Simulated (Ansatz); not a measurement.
Kohn–Sham single points on F$_{2}$H$_{4}$In$_{2}$O$_{2}$ (`[F][In@H-]1[OH+][In@@H-]([F])[OH+]1`).

```yaml
crystal:
  periodic: [false, false, false]
  atoms:
    - {symbol: F, position_ang: [-0.061567, -1.388274, -2.310500]}
    - {symbol: In, position_ang: [1.096435, -0.959824, -0.798570]}
    - {symbol: O, position_ang: [-0.300240, -1.093812, 0.820482]}
    - {symbol: In, position_ang: [-0.649699, 0.991770, 1.164232]}
    - {symbol: F, position_ang: [-2.388532, 1.212975, 0.305161]}
    - {symbol: O, position_ang: [0.650273, 1.118876, -0.534006]}
    - {symbol: H, position_ang: [2.680003, -1.468483, -0.518290]}
    - {symbol: H, position_ang: [-1.107217, -1.545556, 0.551690]}
    - {symbol: H, position_ang: [-0.112090, 1.652004, 2.620269]}
    - {symbol: H, position_ang: [0.192625, 1.480323, -1.300457]}
basis:
  gaussian: {orbitals: def2-TZVPP}
hamiltonian: {xc: {name: LC-wPBE}}
output: {orbitals: {seedname: orbitals}}
```

```sh
$ ansatz run in.yaml --threads 4 --pin off --events-out ev --progress --plain --max-ram 11315MiB
```

Shortened log:

```
Functional definition: LC-wPBE
1626 factors; their error is unknown
546 factors; integrals over basis functions are off by at most 2.7e-5 eV
mean field evaluation 1: about -19932.5744 eV, gradient 9.2e1 eV
mean field evaluation 2: about -19926.4504 eV, gradient 1.2e2 eV
mean field evaluation 4: about -19945.9601 eV, gradient 3.7e0 eV
mean field evaluation 8: about -19945.9816 eV, gradient 3.7e-2 eV
mean field evaluation 16: about -19945.9700 eV, gradient 1.1e-4 eV
mean field -19945.96998427 eV, -733.0008770579 hartree, gradient 4.1e-5 eV, S^2 0.000000; 0 other end points of the search recorded, 0 dependent functions left out
reference -19945.96998428 eV, -733.0008770584 hartree; 40, 40 occupied and 240, 240 virtual orbitals, 1626 factors
Total energy: -19945.96998428 eV, -733.0008770584 hartree
```

Run time 4.2 s (4 threads of an Arm Neoverse V2 on a shared host); peak host memory 0.67 GiB.

With the line `hamiltonian: {xc: {name: wB97M-V}}` and forces (abridged; 20 s):

```
Functional definition: wB97M-V
mean field evaluation 16: about -19944.0147 eV, gradient 1.0e-4 eV
mean field -19944.01467498 eV, -732.9290207667 hartree, gradient 3.1e-5 eV, S^2 0.000000
Total energy: -19944.01477564 eV, -732.9290244660 hartree
Atom 0 force    -0.027613    -0.004839    -0.027487 eV/Å
Atom 1 force     0.140532    -0.031592     0.047051 eV/Å
Atom 2 force    -0.048580    -0.010810    -0.032455 eV/Å
Atom 3 force     0.070560     0.046766     0.125646 eV/Å
Atom 4 force    -0.032577     0.000603    -0.021859 eV/Å
Atom 5 force    -0.042113     0.004183    -0.041624 eV/Å
Atom 6 force    -0.087662     0.027873    -0.016131 eV/Å
Atom 7 force     0.027801    -0.000490     0.025217 eV/Å
Atom 8 force    -0.030338    -0.036198    -0.080556 eV/Å
Atom 9 force     0.029989     0.004503     0.022197 eV/Å
Dipole moment:     0.537102     0.038504     0.439530 e Å
```

Changing it to `hamiltonian: {xc: {name: B2PLYP}}` (abridged; 12 s):

```
Functional definition: B2PLYP
mean field evaluation 16: about -19918.3955 eV, gradient 9.9e-5 eV
mean field -19918.39554410 eV, -731.9875350721 hartree, gradient 4.0e-6 eV, S^2 0.000000
12 core orbitals not correlated: weight in the atoms' cores, before any rotation towards them, 1.000 or more for the frozen orbitals, at most 0.000 for the correlated occupied ones
second order -51.54484917 eV of doubles, -0.00000000 eV of singles
Total energy: -19932.31286787 eV, -732.4989872874 hartree
```

Changing it to `hamiltonian: {xc: {name: BHLYP}, dispersion: d4}` (abridged; 6 s):

```
Functional definition: BHLYP
mean field evaluation 16: about -19940.8942 eV, gradient 7.2e-5 eV
mean field -19940.89423115 eV, -732.8143465714 hartree, gradient 7.2e-5 eV, S^2 0.000000
Total energy: -19941.25282533 eV, -732.8275246643 hartree
```

Changing it to `hamiltonian: {xc: lda}` (abridged; 1.9 s):

```
Functional definition: SPW92
mean field evaluation 16: about -19867.8648 eV, gradient 7.3e-4 eV
mean field -19867.86476323 eV, -730.1305631262 hartree, gradient 1.8e-5 eV, S^2 0.000000
Total energy: -19867.86484192 eV, -730.1305660182 hartree
```

Changing it to `hamiltonian: {xc: {name: wB97X-V}}` (abridged; 13 s):

```
Functional definition: wB97X-V
mean field evaluation 16: about -19945.1037 eV, gradient 1.2e-4 eV
mean field -19945.10365587 eV, -732.9690400765 hartree, gradient 1.7e-5 eV, S^2 0.000000
Total energy: -19945.10365196 eV, -732.9690399328 hartree
```
